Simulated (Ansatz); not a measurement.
`[CH3][Ge]([F])([F])[C]#N` + HCl → `[CH3][Ge]([F])([F])[Cl]` + `C#N`  (ligand exchange at a Ge–C bond)

Gas-phase electronic energies from Ansatz, PBE0-D4/def2-TZVP geometries. CBS: MP2 limit from def2 TZ/QZ plus the TZ coupled-cluster correction, frozen cores. This one scheme is used for every species. Functionals use def2-TZVPP. B3LYP here is the variant with VWN-RPA as its local correlation; programs differ in this. For Ge outer-core shells are correlated without core-valence functions, which leaves a few kJ/mol of doubt a bond. Scalar relativity is left out up to krypton.

`[CH3][Ge]([F])([F])[C]#N`:

```xyz
9

C     0.193    1.130   -0.723
Ge    0.368   -0.513    0.239
F     1.007   -1.766   -0.745
F     1.458   -0.368    1.558
C    -1.253   -1.217    0.984
N    -2.258   -1.586    1.404
H    -0.489    0.989   -1.562
H    -0.199    1.901   -0.059
H     1.172    1.430   -1.095
```

HCl:

```xyz
2

Cl    0.004   -0.252   -0.588
H    -0.004    0.252    0.588
```

`[CH3][Ge]([F])([F])[Cl]`:

Z-matrix (Å, degrees):
```
C
Ge 1 1.916
H 1 1.089 2 109.3
H 1 1.090 2 108.9 3 120.0
H 1 1.090 2 109.3 3 -120.0
F 2 1.719 1 111.5 3 -178.7
F 2 1.719 1 111.5 3 -62.5
Cl 2 2.120 1 115.1 3 59.4
```

`C#N`:

```xyz
3

C     0.011    0.015    0.018
N    -0.457   -0.661   -0.781
H     0.446    0.645    0.763
```

```
             level  ΔE (eV)
            PBE-D4    -0.71
          PBE-QIDH    -0.70
             B3LYP    -0.72
RPA@PBE/def2-TZVPP    -0.58
```

Question: What does CCSD(T)/CBS give? (Estimate.)

Answer: The calculation gave: -0.69 eV. The listed levels differ from it by -0.02, -0.01, -0.03, 0.11 eV.

Largest T1 diagnostic among the species: 0.014.

Leaving LDA and LC-ωPBE aside and taking each functional with its dispersion term where it has one, the values, not all of them listed here, spread over 0.05 eV, from r2SCAN0-D4 to B2PLYP. At CCSD(T), def2-SVP lies +0.04 eV from the extrapolated value and def2-TZVPP +0.06 eV. In def2-TZVPP, CCSD(T) changes the Hartree–Fock value by +0.11 eV (the triples alone add +0.01 eV) and MP2 by +0.09 eV.
